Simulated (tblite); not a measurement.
Record of a relaxation.

Compound: C₅H₁₀GeOSi₂.
Numbering: `[CH:1]#[C:2][Si@@H:3]1[CH2:4][Si@H:5]([CH:6]=[O:7])[CH2:8][GeH2:9]1` (hydrogens: H10 on C1; H11 on Si3; H12, H13 on C4; H14 on Si5; H15 on C6; H16, H17 on C8; H18, H19 on Ge9)

Computed with GFN2-xTB (tblite), gas phase: L-BFGS steps from a force-field or distance-geometry start until the largest atomic force falls under 0.01 eV/Å. 5 of its 88 geometries are shown.

Step 0: E = -682.6005 eV, largest atomic force 3.260 eV/Å
```
atom  x, y, z in Å  |  force x, y, z in eV/Å
C1      3.030    0.926   -1.438    0.069   0.046  -0.074
C2      2.290    0.617   -0.537    0.731   0.147  -0.747
Si3     1.216    0.130    0.849   -0.009   0.407   0.494
C4      0.450   -1.562    0.544    0.540  -0.689   1.411
Si5    -0.986   -1.127   -0.522   -1.381  -1.188  -0.137
C6     -0.560    0.049   -1.889   -0.848  -0.289  -3.134
O7     -1.067   -0.117   -3.007    0.856   0.425   1.770
C8     -2.010   -0.089    0.673   -0.190   0.122  -0.463
Ge9    -0.734    1.383    0.900    0.207   0.745   0.597
H10     3.667    1.211   -2.237   -0.202  -0.081   0.232
H11     1.982    0.223    2.057    0.476  -0.076   0.615
H12     0.040   -1.945    1.533    0.689   0.133  -1.203
H13     1.160   -2.260    0.112   -0.112  -0.190   0.222
H14    -1.711   -2.280   -1.046   -0.067  -0.120  -0.160
H15     0.123    0.893   -1.751    0.154   0.233   0.014
H16    -2.932    0.205    0.165   -0.065  -0.145   0.641
H17    -2.143   -0.671    1.589   -0.445   0.345  -0.223
H18    -0.972    2.040    2.277   -0.155   0.206  -0.413
H19    -0.853    2.382   -0.264   -0.248  -0.033   0.559
```

Step 22: E = -683.2414 eV, largest atomic force 0.213 eV/Å
```
atom  x, y, z in Å  |  force x, y, z in eV/Å
C1      3.087    0.939   -1.411   -0.059   0.007   0.053
C2      2.422    0.659   -0.447   -0.028   0.031  -0.079
Si3     1.297    0.173    0.946   -0.003   0.074   0.017
C4      0.506   -1.507    0.472    0.083  -0.076   0.067
Si5    -1.082   -1.225   -0.530   -0.054   0.160  -0.089
C6     -0.631   -0.127   -2.037    0.013   0.014   0.129
O7     -1.076   -0.271   -3.144    0.048   0.017  -0.097
C8     -1.999   -0.018    0.616   -0.028   0.186   0.068
Ge9    -0.707    1.462    1.046    0.032  -0.177  -0.041
H10     3.665    1.194   -2.254    0.011  -0.011   0.066
H11     2.120    0.083    2.164   -0.063   0.019   0.001
H12     0.212   -2.022    1.388    0.073  -0.032   0.022
H13     1.206   -2.161   -0.037    0.102  -0.026  -0.032
H14    -1.775   -2.438   -0.972   -0.018   0.030   0.049
H15     0.053    0.740   -1.819   -0.128  -0.130  -0.109
H16    -2.911    0.384    0.185   -0.072  -0.046  -0.053
H17    -2.281   -0.544    1.529   -0.020   0.051  -0.008
H18    -1.204    2.149    2.317    0.074  -0.048  -0.056
H19    -0.914    2.539   -0.006    0.036  -0.042   0.092
```

Step 44: E = -683.3036 eV, largest atomic force 0.076 eV/Å
```
atom  x, y, z in Å  |  force x, y, z in eV/Å
C1      3.093    0.994   -1.332    0.004   0.009   0.001
C2      2.402    0.728   -0.385    0.003  -0.008   0.001
Si3     1.285    0.178    0.986   -0.003  -0.003   0.008
C4      0.557   -1.496    0.391    0.021  -0.018  -0.006
Si5    -1.119   -1.206   -0.482    0.045  -0.039   0.047
C6     -0.701   -0.282   -2.106    0.001  -0.038  -0.044
O7     -1.046   -0.621   -3.208    0.022   0.018   0.017
C8     -2.030    0.086    0.576   -0.021  -0.011   0.012
Ge9    -0.687    1.459    1.123    0.005   0.012  -0.023
H10     3.703    1.236   -2.155    0.007   0.033   0.007
H11     2.071    0.066    2.224    0.000  -0.023  -0.013
H12     0.411   -2.162    1.241   -0.022   0.037  -0.009
H13     1.266   -1.996   -0.268   -0.029  -0.022   0.004
H14    -1.882   -2.432   -0.740    0.007   0.010  -0.006
H15    -0.093    0.649   -1.984   -0.024   0.012  -0.021
H16    -2.876    0.514    0.044    0.005   0.041   0.014
H17    -2.432   -0.406    1.461   -0.015   0.013   0.033
H18    -1.124    2.069    2.444   -0.001  -0.026  -0.017
H19    -0.806    2.633    0.179   -0.007   0.004  -0.007
```

Step 65: E = -683.3152 eV, largest atomic force 0.048 eV/Å
```
atom  x, y, z in Å  |  force x, y, z in eV/Å
C1      3.137    1.109   -1.294   -0.003   0.004  -0.001
C2      2.436    0.736   -0.391   -0.024  -0.008   0.002
Si3     1.302    0.141    0.947    0.007   0.001   0.011
C4      0.536   -1.523    0.381    0.004   0.017   0.008
Si5    -1.148   -1.217   -0.466   -0.009   0.008  -0.009
C6     -0.742   -0.353   -2.128    0.001   0.006   0.027
O7     -0.975   -0.804   -3.218   -0.005  -0.017  -0.045
C8     -2.027    0.119    0.568    0.002   0.001   0.006
Ge9    -0.646    1.457    1.110    0.012  -0.010  -0.004
H10     3.755    1.435   -2.082    0.001   0.003   0.012
H11     2.073   -0.017    2.189    0.022   0.010  -0.001
H12     0.378   -2.156    1.254    0.000   0.002  -0.009
H13     1.218   -2.066   -0.272   -0.006   0.000   0.002
H14    -1.923   -2.441   -0.684   -0.016  -0.004  -0.003
H15    -0.255    0.651   -2.047    0.004   0.002   0.012
H16    -2.847    0.579    0.021    0.003   0.005  -0.004
H17    -2.463   -0.337    1.456    0.007  -0.008   0.009
H18    -1.044    2.034    2.457   -0.012  -0.003   0.000
H19    -0.777    2.661    0.205    0.012  -0.007  -0.013
```

Step 87: E = -683.3167 eV, largest atomic force 0.008 eV/Å
```
atom  x, y, z in Å  |  force x, y, z in eV/Å
C1      3.131    1.125   -1.288   -0.005  -0.002   0.003
C2      2.423    0.734   -0.398    0.002   0.001  -0.001
Si3     1.305    0.132    0.949   -0.001   0.001   0.001
C4      0.528   -1.528    0.385   -0.001   0.003  -0.001
Si5    -1.153   -1.216   -0.468   -0.001  -0.004   0.003
C6     -0.741   -0.354   -2.130   -0.004  -0.001  -0.007
O7     -0.961   -0.810   -3.221    0.003   0.002   0.004
C8     -2.025    0.117    0.573    0.002   0.002   0.000
Ge9    -0.640    1.452    1.110   -0.004  -0.005  -0.001
H10     3.755    1.464   -2.066   -0.004   0.002   0.002
H11     2.103   -0.017    2.176   -0.004  -0.005   0.002
H12     0.362   -2.158    1.259    0.003   0.002  -0.001
H13     1.207   -2.078   -0.264   -0.001   0.003   0.001
H14    -1.938   -2.433   -0.689   -0.002  -0.005  -0.002
H15    -0.260    0.652   -2.046    0.004   0.000   0.000
H16    -2.849    0.580    0.034    0.003   0.003   0.000
H17    -2.453   -0.343    1.463    0.006   0.001   0.001
H18    -1.056    2.048    2.444    0.006   0.003  -0.002
H19    -0.749    2.642    0.183    0.000  -0.002  -0.002
```

Problem. Summarise the path.

Solution. The energy falls by 0.7161 eV from step 0 to step 87; nine tenths of that is first reached at step 23. It falls at every step. The largest force goes from 3.260 to 0.008 eV/Å. Among the bonds C4–Si5 changes most, from 1.841 to 1.911 Å; the atoms move by 0.390 Å rms after alignment.

Problem. Follow the three bonds and two angles with the largest change from start to end.

Solution. 
```
step  E above end (eV)  largest force (eV/Å)  C4–Si5 (Å)  Si5–C6 (Å)  C4–H12 (Å)  H18–Ge9–H19 (°)  Si5–C8–Ge9 (°)
   0            0.7161                 3.260       1.841       1.853       1.138            112.7            97.7
   4            0.3226                 1.298       1.898       1.926       1.084            112.2           101.5
   8            0.1846                 0.429       1.917       1.925       1.093            104.9           102.4
  11            0.1471                 0.258       1.921       1.924       1.091            101.6           102.6
  15            0.1183                 0.223       1.916       1.924       1.094            100.2           103.9
  19            0.0940                 0.247       1.907       1.906       1.089            100.6           105.7
  23            0.0689                 0.236       1.903       1.920       1.091            102.7           106.6
  26            0.0502                 0.211       1.917       1.914       1.092            102.8           106.1
  30            0.0336                 0.115       1.905       1.920       1.090            102.8           106.5
  34            0.0241                 0.211       1.910       1.914       1.088            102.0           106.4
  38            0.0171                 0.064       1.909       1.920       1.090            102.0           106.7
  42            0.0141                 0.056       1.911       1.916       1.089            102.0           107.2
  45            0.0127                 0.067       1.911       1.915       1.090            102.0           107.3
  49            0.0099                 0.078       1.908       1.916       1.089            102.2           107.0
  53            0.0072                 0.054       1.914       1.915       1.089            102.6           107.1
  57            0.0055                 0.074       1.909       1.918       1.090            102.3           107.0
  61            0.0025                 0.074       1.912       1.916       1.090            101.6           107.0
  64            0.0016                 0.128       1.910       1.916       1.090            101.9           107.3
  68            0.0009                 0.065       1.910       1.916       1.090            101.9           107.3
  72            0.0005                 0.028       1.910       1.917       1.090            102.1           107.4
  76            0.0002                 0.016       1.911       1.916       1.090            102.1           107.4
  79            0.0002                 0.015       1.911       1.917       1.090            102.2           107.5
  83            0.0001                 0.010       1.911       1.916       1.090            102.2           107.4
  87            0.0000                 0.008       1.911       1.916       1.090            102.1           107.3
```

The cost below is that of the whole relaxation. The run took 1.7 s on one thread, Arm Neoverse N1 (aarch64), shared host with 64 logical CPUs at a one-minute load of 60.
